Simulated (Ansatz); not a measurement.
A structure relaxed at PBE0-D4/def2-TZVP, charge 0, multiplicity 1:

Cartesian coordinates in Å:
```
C -0.208 -2.448 -0.535
C -0.830 -1.276 -0.692
Al -0.084 0.381 0.017
C 1.617 0.312 0.980
C -1.038 2.068 -0.244
H -0.605 -3.388 -0.915
H 0.743 -2.527 -0.012
H -1.779 -1.306 -1.230
H 2.256 1.163 0.721
H 2.187 -0.602 0.799
H 1.444 0.376 2.061
H -0.863 2.449 -1.257
H -2.121 1.946 -0.144
H -0.719 2.850 0.450
```

Question: Give its formula and SMILES.

Answer: C4H9Al, `C=[CH][Al]([CH3])[CH3]`.

Question: Point group (tolerance 0.08 Å, 0.16 Å for H)?

Answer: C1.

Question: Summarise the bond lengths by kind.

Answer: 1 × C–C 1.336 Å; 9 × C–H 1.088 to 1.097 Å; 3 × Al–C 1.950 to 1.956 Å.

Program: Ansatz 0.2.0.
